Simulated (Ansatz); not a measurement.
Abridged output of a molecular run in Ansatz:

```
Functional definition: HF
1666 factors; integrals over basis functions are off by at most 1.0e-3 eV
mean field evaluation 1: about -95257.2677 eV, gradient 3.0e1 eV
mean field evaluation 2: about -95257.5026 eV, gradient 3.1e1 eV
mean field evaluation 4: about -95259.7785 eV, gradient 2.9e0 eV
mean field evaluation 8: about -95259.8439 eV, gradient 3.5e-1 eV
mean field evaluation 16: about -95259.8449 eV, gradient 3.2e-6 eV
mean field -95259.84490030 eV, -3500.7347306441 hartree, gradient 3.2e-6 eV, S^2 0.000000; 0 other end points of the search recorded, 0 dependent functions left out
24 core orbitals not correlated: weight in the atoms' cores, before any rotation towards them, 1.000 or more for the frozen orbitals, at most 0.000 for the correlated occupied ones
reference -95259.84490030 eV, -3500.7347306441 hartree; 25, 25 occupied and 192, 192 virtual orbitals, 1666 factors
second order -33.09264032 eV of doubles, -0.00000000 eV of singles
cycle   1  -32.02959893 eV  change     1.1e0 eV  update   1.2e-1
cycle   2  -32.82225446 eV  change   -7.9e-1 eV  update   3.6e-2
cycle   3  -32.96071458 eV  change   -1.4e-1 eV  update   1.8e-2
cycle   4  -32.92381018 eV  change    3.7e-2 eV  update   4.4e-3
cycle   5  -32.92096612 eV  change    2.8e-3 eV  update   2.0e-3
cycle   6  -32.92293645 eV  change   -2.0e-3 eV  update   6.7e-4
cycle   7  -32.92242171 eV  change    5.1e-4 eV  update   2.7e-4
cycle   8  -32.92220598 eV  change    2.2e-4 eV  update   9.2e-5
cycle   9  -32.92229110 eV  change   -8.5e-5 eV  update   4.1e-5
cycle  10  -32.92231270 eV  change   -2.2e-5 eV  update   1.4e-5
perturbative correction -1.01902160 eV, -0.0374483530 hartree
Total energy: -95293.78623460 eV, -3501.9820516732 hartree
```

Its atoms:

```xyz
7

F    -0.5682    1.2316   -1.9723
Si    0.2841    0.3348   -0.9689
Al   -0.1426    0.1506    1.4081
Br   -1.2455   -1.4244   -0.3515
I     2.0303   -0.6937   -2.3051
H    -1.2694    1.0992    1.9724
H     0.9113   -0.6981    2.2173
```

Problem. Which basis set was used?
A. def2-QZVPP
B. def2-SVPD
C. cc-pV(D+d)Z
D. def2-TZVPP

Solution. D. It gives 241 functions.

Problem. Write the keys of the input that set method, charge and spin (a neutral closed shell needs none for the last two).

Solution. 
```yaml
correlation: {method: ccsd_t}
```
